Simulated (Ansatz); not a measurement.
Frontier orbitals of `Cl[SiH2][S][GeH3]`.

The species carries charge 0 and has multiplicity 1. Correlated methods include outer-core shells of Ge, which these sets cover unevenly. Scalar relativity is left out up to krypton. Geometry: relaxed with PBE0-D4/def2-TZVP. It is one conformer, not always the lowest. Basis def2-TZVPP, Ansatz 0.2.0.

| functional | HOMO (eV) | LUMO (eV) | gap (eV) |
| --- | --- | --- | --- |
| PBE | -6.38 | -1.32 | 5.06 |
| r2SCAN | -6.67 | -1.01 | 5.66 |
| B97M-V | -6.82 | -1.09 | 5.73 |
| PBE0 | -7.59 | -0.41 | 7.18 |
| ωB97M-V | -9.74 | 1.43 | 11.17 |

From PBE to PBE0 the HOMO moves by −1.21 eV and the LUMO by +0.90 eV, and with ωB97M-V by −3.37 and +2.75 eV, so the gap grows from 5.06 to 11.17 eV with exact exchange. A positive LUMO is unbound and depends on the basis.
